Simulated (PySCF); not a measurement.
Simulation results for CH₈GeOSi

Computed with PySCF 2.14.0. Calculation on a computer-drawn molecule: the log of a Hartree-Fock and frozen-core CCSD(T) single point meant for a local Hartree-Fock minimum, with one planted fault or none, to be diagnosed. Offsets are logged minus clean, where the clean run is the same molecule without the fault. The reference is restricted for singlets and unrestricted otherwise, and also for a bond in bohr or an excited solution. Adding or removing an electron swaps singlet and doublet. The excited solution moves the top pair (singlet) or top alpha electron (doublet) to the lowest empty orbital. Highest occupied and lowest empty are orbital energies over both spins, largest force is the largest gradient component, triples share is (T) over the correlation energy, the T1 limit is 0.02 restricted and 0.045 unrestricted, electrons count all cores, a negative frequency is imaginary (commonest isotopes), and the dipole is about the centre of nuclear charge; on germanium a core potential holds 10 electrons, which the energies leave out, and 3d is frozen in MP2 and coupled-cluster steps.

```xyz
12
formula=CH8GeOSi meant_charge=0 meant_multiplicity=1 meant_basis=cc-pV(D+d)Z meant_basis_and_core_potential_on_germanium=cc-pVDZ-PP_ECP10MDF logged_electrons=68 logged_basis_functions=114 logged_SCF_converged=yes logged_spin_squared=0 logged_highest_occupied=-2.1342 logged_lowest_empty=-4.6101 logged_largest_force=0.12708 logged_CC_converged=no logged_dipole_magnitude=1.2512 logged_SCF_stable_within_its_kind=no logged_energy_HF=-699.07516 possible_faults=no_fault,one_electron_removed,one_electron_added,multiplicity_raised_by_two,geometry_at_a_saddle_point,SCF_held_on_an_excited_solution,minimal_basis_STO-3G,one_bond_length_entered_in_bohr,all_coordinates_scaled planted_fault=SCF_held_on_an_excited_solution HF_energy_offset_from_clean_run=381.5
O     -2.3319     1.5380    -1.7851
C     -1.2503     2.4349    -1.8985
Ge     0.4890     1.4763    -1.9540
Si     0.6217    -0.0533    -0.1027
H     -2.4299     1.0602    -2.5951
H     -1.3612     3.0952    -2.7649
H     -1.2752     3.0677    -1.0115
H      1.6469     2.4878    -1.9351
H      0.5699     0.6956    -3.2801
H      1.9861    -0.6250    -0.0002
H     -0.3443    -1.1610    -0.2852
H      0.3085     0.6585     1.1593
```

Units: logged_highest_occupied, logged_lowest_empty in eV; logged_largest_force in hartree/bohr; logged_dipole_magnitude in debye; logged_energy_HF in hartree; HF_energy_offset_from_clean_run in kcal/mol.

Drawn bonds:
| atom | other atom | order |
| --- | --- | --- |
| 1 | 2 | 1 |
| 2 | 3 | 1 |
| 3 | 4 | 1 |
| 1 | 5 | 1 |
| 2 | 6 | 1 |
| 2 | 7 | 1 |
| 3 | 8 | 1 |
| 3 | 9 | 1 |
| 4 | 10 | 1 |
| 4 | 11 | 1 |
| 4 | 12 | 1 |

Notes: CCSD not converged.
